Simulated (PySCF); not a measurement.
Al(F)(OH)(SMe) (CH₄AlFOS), SMILES C[S][Al]([OH])[F]. Atoms are numbered in the order given.

```xyz
9

Al     0.0115    -0.8012     0.0000
F     -0.9461    -2.1574     0.0000
O      1.7004    -0.9166     0.0000
H      2.2222    -1.7199     0.0000
S     -0.8810     1.1583     0.0000
C      0.6386     2.1883     0.0000
H      1.5489     1.5750     0.0000
H      0.6275     2.8239     0.8951
H      0.6275     2.8239    -0.8951
```

Geometry optimised at PBE0-D3(BJ)/def2-SVP. The values are those of a single conformer.

All values below come from PBE0-D3(BJ)/def2-SVP (PySCF).

Frequencies are harmonic and unscaled.

| mode | ν (cm⁻¹) | IR (km/mol) | moving atoms (share of kinetic energy) |
|---|---|---|---|
| 1 | 59 | 1.2 | H 44 %, S 20 %, C 18 %, F 13 % |
| 2 | 95 | 0.4 | H 68 %, C 11 %, F 9 % |
| 3 | 135 | 1.9 | C 31 %, O 25 %, H 16 %, F 15 %, Al 8 % |
| 4 | 217 | 29.3 | F 41 %, O 16 %, S 14 %, C 13 %, H 9 % |
| 5 | 234 | 11.8 | O 22 %, S 22 %, Al 17 %, F 14 %, H 14 %, C 11 % |
| 6 | 248 | 18.6 | Al 62 %, H 14 %, F 10 %, O 8 % |
| 7 | 317 | 177.9 | H 80 %, O 13 % |
| 8 | 487 | 44.9 | S 46 %, Al 22 %, H 14 %, F 9 %, O 9 % |
| 9 | 551 | 126.8 | H 64 %, O 27 % |
| 10 | 717 | 6.2 | C 60 %, S 31 %, H 9 % |
| 11 | 833 | 197.4 | Al 40 %, F 30 %, O 21 % |
| 12 | 952 | 105.8 | Al 50 %, O 26 %, F 21 % |
| 13 | 970 | 6.9 | H 85 %, C 14 % |
| 14 | 992 | 5.7 | H 82 %, C 15 % |
| 15 | 1340 | 5.4 | H 87 %, C 12 % |
| 16 | 1458 | 6.7 | H 96 % |
| 17 | 1458 | 6.0 | H 95 % |
| 18 | 3076 | 19.1 | H 98 % |
| 19 | 3193 | 1.4 | H 90 %, C 10 % |
| 20 | 3201 | 0.8 | H 90 %, C 10 % |
| 21 | 3992 | 134.2 | H 94 % |
